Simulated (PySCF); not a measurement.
Basis and Hamiltonian dependence of the excitation energy of F²⁺

F²⁺ [He] 2s2 2p3 (4S) → F²⁺ [He] 2s1 2p4, s spin flipped. All values are computed (PySCF 2.14, energy differences of UHF-based or UKS calculations, no spin-orbit coupling). Values in eV.

| basis | Hamiltonian | functions | UHF | PBE | PBE0 | MP2 (valence) |
| --- | --- | --- | --- | --- | --- | --- |
| def2-TZVPP | non-relativistic | 31 | 29.943 | n/a | n/a | 27.494 |
| aug-cc-pVTZ | non-relativistic | 46 | 29.999 | 23.194 | 24.804 | 27.522 |
| aug-cc-pVTZ-DK | spin-free X2C | 46 | 30.107 | 23.299 | 24.909 | 27.628 |
| aug-cc-pwCVQZ | non-relativistic | 109 | 29.974 | 23.151 | 24.765 | 27.393 |

Frozen in the all-electron rows: valence: 1s2.

In the upper determinant the s electron has its spin opposite to the other open shell, which mixes two multiplicities.
